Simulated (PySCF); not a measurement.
boroxine cation (B₃H₃O₃), SMILES B1OBOBO1 (connectivity only; charge and spin as stated), charge +1, multiplicity 2. Atoms are numbered in the order given.

```xyz
9

B      0.0000     0.0000     1.5167
O      0.0000     1.0950     0.6597
B      0.0000     1.1716    -0.7040
O      0.0000     0.0000    -1.4142
B      0.0000    -1.1716    -0.7040
O      0.0000    -1.0950     0.6597
H      0.0000     0.0000     2.7002
H      0.0000     2.2615    -1.2429
H      0.0000    -2.2615    -1.2429
```
Charge +1, spin multiplicity 2.

Geometry optimised at B3LYP-D3(BJ)/def2-SVP. The spin state was assumed, not searched.

These are PBE0/def2-TZVP run with PySCF values and carry that method's errors.

The molecule is in vacuum.

```yaml
total_energy: -301.65789 hartree
point_group: C2v
"α spin, highest occupied and lowest empty level": -16.28 and -6.82 eV
"β spin, highest occupied and lowest empty level": -15.94 and -13.20 eV
dipole_moment_about_the_centre_of_nuclear_charge: 0.96 D
mean_static_polarisability: 57.7 bohr³ (8.55 Å³)
polarisability_principal_values: 27.4, 59.5, 86.1 bohr³
"⟨S²⟩": 0.756 (pure state 0.75)
```
